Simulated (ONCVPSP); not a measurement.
# Ranking ONCV potentials for silicon

All share these settings but for the change named:

| Item | Value |
| --- | --- |
| Element | silicon |
| Generator | ONCVPSP 4.0.1 |
| Type | optimised norm-conserving Vanderbilt (ONCV) |
| Functional | PBE |
| Relativity | scalar-relativistic |
| Frozen core | [He] |
| Valence charge | 12 |
| Reference configuration | 2s2 2p6 3s2 3p0.5 (charge +1.5) |
| Partial waves | 2s+3s: rc 0.95 bohr, ncon 4, nbas 9, qcut 9.7 1/bohr, 2 projectors; 2p+3p: rc 0.85 bohr, ncon 5, nbas 8, qcut 17.4 1/bohr, 2 projectors; d scattering state at 0.29 Ha: rc 1.00 bohr, ncon 3, nbas 7, qcut 8.3 1/bohr, 2 projectors, debl 1.5 Ha |
| Local potential | polynomial inside 0.60 bohr (lpopt 5, dvloc0 2 Ha) |
| Core correction | none |

Cutoff: the first of the cutoffs (Ha) at which the residual kinetic energy of the hardest occupied pseudo-wave falls to 1 and 0.1 mHa per electron; the density cutoff is not measured.

The base gives 123 Ha.

Of 7 variants that were run, those that failed, showed a ghost or another fault, or gave nearly equal values are left out.

A variant can come out equal or close to the base.

**Question.** Rank these variants from softest to hardest (loose cutoff).
A. p: rc 0.8
B. p: rc 1.14
C. p: rc 0.58; local potential polynomial inside 0.58 bohr (lpopt 5, dvloc0 2 Ha)
D. p: rc 1.02

**Answer.** B (91 Ha), D (103 Ha), A (130 Ha), C (471 Ha).
